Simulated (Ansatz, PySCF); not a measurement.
The Ansatz (a program for electronic structure) input:
Ansatz 0.2 input:
```yaml
crystal:
  periodic: [false, false, false]
  atoms:
    - {symbol: Bi, position_ang: [-0.00303733, -0.01332568, 0.92117636]}
    - {symbol: I, position_ang: [0.41268267, -2.36086336, -0.51376290]}
    - {symbol: I, position_ang: [1.84681524, 1.54675341, -0.45250688]}
    - {symbol: I, position_ang: [-2.25474133, 0.83497847, -0.47632715]}
basis:
  gaussian:
    orbitals: def2-SVP
hamiltonian:
  xc: cam_b3lyp
accuracy: high
```

Give the equivalent PySCF input.

One answer among several that fit: 
```python
from pyscf import gto, scf, dft

mol = gto.Mole()
mol.atom = '''
    Bi   -0.00303733   -0.01332568    0.92117636
    I     0.41268267   -2.36086336   -0.51376290
    I     1.84681524    1.54675341   -0.45250688
    I    -2.25474133    0.83497847   -0.47632715
'''
mol.basis = 'def2-svp'
mol.ecp = {'Bi': 'def2-svp', 'I': 'def2-svp'}
mol.verbose = 4
mol.build()

mf = dft.RKS(mol)
mf.xc = 'camb3lyp'
mf.grids.atom_grid = (99, 590)
mf.grids.prune = None
mf.kernel()
```

Both were run: Ansatz gave -1107.838531 Eh and PySCF -1107.838527 Eh, 0.004 mEh apart.
